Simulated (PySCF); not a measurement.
## A small calculation by hand: refractive index and permittivity of the vapour

CH5F3Si2, SMILES [SiH2](C[SiH](F)F)F.

Coordinates come from a PBE-D3(BJ)/def2-SVP optimisation. This is a generated structure with no PubChem entry under its InChIKey; it may be hypothetical. Other conformers were not sampled.

PySCF with ωB97X/def2-TZVP gives a mean static polarisability of 57.9 bohr³ and a dipole moment of 2.63 D. Take an ideal gas at 298.15 K and 0.01 bar, whether or not the substance is that volatile.

Problem. Work out n − 1 in the optical limit and the static ε − 1.

Solution. 
Polarisability volume α' = 57.9 × 0.148185 = 8.58 Å³. Number density N = p/kT = 2.43e-7 Å⁻³.
Dilute limit of Lorentz–Lorenz: n − 1 = 2π N α' = 1.3e-5.
Orientation term of Debye: μ²/(3kT) = 8.098 Å³ × μ²(D²) = 56.01 Å³.
ε − 1 = 4π N (α' + μ²/3kT) = 0.00020. Orientation of the dipole supplies 87 % of the static response; it can't follow optical fields. Vibrational polarisation and dispersion are left out.
